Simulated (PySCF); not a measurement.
Molecule: `C[S@@](=O)c1ccccn1`, C₆H₇NOS.

Geometry (Å), atoms numbered from 1 in this order:
```xyz
16

C     2.540    0.408    0.833
S     1.863    0.433   -0.886
O     2.215   -0.853   -1.494
C     0.137    0.219   -0.308
C    -0.559   -0.925   -0.657
C    -1.867   -1.043   -0.216
C    -2.411   -0.012    0.536
C    -1.620    1.093    0.817
N    -0.369    1.209    0.403
H     2.320   -0.551    1.291
H     3.613    0.552    0.770
H     2.072    1.221    1.376
H    -0.067   -1.685   -1.244
H    -2.451   -1.919   -0.457
H    -3.427   -0.062    0.895
H    -1.997    1.924    1.398
```

Frames of a GFN2-xTB Langevin trajectory at 300 K; GIAO PBE0/pcSseg-1 shieldings in PySCF, gas phase, non-relativistic; equivalent atoms averaged within each frame.

Shifts are taken against calculated references (same method and geometry level): ¹³C (186.93 ppm) and ¹H (31.72 ppm) vs TMS; ³³S (503.73 ppm) vs CS2; ¹⁷O (336.08 ppm) vs H2O; ¹⁵N (267.73 ppm) vs NH3. The references are static minima.

Question: How do the shifts (ppm) fluctuate along the trajectory?

Answer: 
```csv
time (fs),C4,C8,C6,C7,C5,C1,S2,O3,N9,H16
optimised geometry,182.8,154.2,143.9,128.2,124.4,49.8,321,42.3,347.5,8.86
250,184.6,151.5,147.2,127.6,119.8,45.2,334,47.7,335.4,8.76
425,183.0,154.6,147.3,131.6,131.5,45.9,373,76.1,370.7,9.09
625,179.3,152.2,146.9,129.6,136.2,42.3,325,39.6,343.9,9.00
800,192.6,165.2,135.8,129.3,113.7,52.5,394,87.8,358.4,8.99
1000,174.6,153.3,144.3,134.4,127.3,48.8,330,55.0,331.1,8.46
mean of frames,182.8,155.4,144.3,130.5,125.7,46.9,351,61.2,347.9,8.86
standard deviation,6.7,5.6,4.9,2.6,9.0,3.9,30,20.1,16.5,0.26
```

5 frames give an uncertainty of the mean of about the standard deviation over 2.2 at best, since frames this close in time may not be independent; classical motion lacks zero-point vibration, and the reference would need the same averaging.
